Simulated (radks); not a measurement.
Values are calculated unless marked as measured or tabulated.
Spherical quantum dot in the effective-mass picture: electrons in a parabolic well V = omega^2 r^2 / 2 with omega = 2.41, all in effective atomic units (hartree* = m*/eps^2 hartree, bohr* = eps/m* bohr), one dielectric constant everywhere. Level of theory: non-relativistic Kohn-Sham, PBEsol, spin-polarised, spherical densities (a radial shooting solver with Libxc functionals). Levels are named by radial order and angular momentum (1s, 1p, 1d, 2s, ...), and open shells are averaged over m.

N = 27, configuration 1s2 1p6 1d10 2s2 1f(up 7, down 0). This is the lowest configuration that the search found. Occupied and some empty levels:

level,occupation,eigenvalue (hartree*),<r> (bohr*)
1s up,1,22.465,1.010
1s down,1,22.527,0.9928
1p up,3,23.725,1.286
1p down,3,23.830,1.273
1d up,5,25.105,1.482
1d down,5,25.238,1.475
2s up,1,25.320,1.308
2s down,1,25.419,1.313
1f up,7,26.600,1.637
1f down,0,26.746,1.634
2p up,0,26.955,1.469
2p down,0,27.051,1.474
1g up,0,28.198,1.768
1g down,0,28.349,1.769
2d up,0,28.661,1.621
2d down,0,28.759,1.624

Energy (hartree*): total 453.769, kinetic 70.119, external 174.98, Hartree 228.77, exchange-correlation -20.095.
